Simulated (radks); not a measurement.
Spherical quantum dot in the effective-mass picture: electrons in a parabolic well V = omega^2 r^2 / 2 with omega = 0.777, all in effective atomic units (hartree* = m*/eps^2 hartree, bohr* = eps/m* bohr), one dielectric constant everywhere. Method: non-relativistic Kohn-Sham, r2SCAN, spin-polarised, spherical densities, generalised Kohn-Sham scheme; computed with a radial shooting solver with Libxc functionals. Levels are named by radial order and angular momentum (1s, 1p, 1d, 2s, ...), and open shells are averaged over m.

N = 7, configuration 1s2 1p(up 3, down 2). This is the lowest configuration that the search found. Occupied and some empty levels:

level    occupation  eigenvalue (hartree*)  <r> (bohr*)
1s up             1                 4.2364        1.639
1s down           1                 4.2648        1.627
1p up             3                 4.7409        2.038
1p down           2                 4.7811        2.041
1d up             0                 5.3225        2.336
1d down           0                 5.3663        2.345
2s up             0                 5.4542        2.071
2s down           0                 5.4805        2.076
1f up             0                 5.9632        2.585
1f down           0                 6.0077        2.598

Energy (hartree*): total 21.7600, kinetic 4.2140, external 8.7084, Hartree 11.420, exchange-correlation -2.5827.

Electron density:

r (bohr*)  n(r) (e/bohr*^3)
0.0812               0.1020
0.285                0.1067
0.489                0.1154
0.693                0.1254
0.897                0.1338
1.10                 0.1378
1.31                 0.1355
1.51                 0.1262
1.71                 0.1107
1.92                0.09087
2.12                0.06974
2.33                0.04991
2.53                0.03322
2.73                0.02052
2.94                0.01176
3.14               0.006244
3.35               0.003072
3.55               0.001402
3.75              0.0005934
3.96              0.0002337
